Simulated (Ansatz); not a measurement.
Problem. Name a neutral molecule of Al, C, N and H with zero-point energy (PBE0-D4/def2-TZVP) between 176 and 192 kJ/mol and HOMO energy (PBE0/def2-TZVPP) between -7.55 and -7.25 eV (Ansatz, PBE0-D4/def2-TZVP geometry).

Solution. `C[N]([AlH2])[AlH2]` (186.1 kJ/mol, -7.35 eV). Other molecules can fit too; these were computed, each in one conformer that needn't be the lowest.
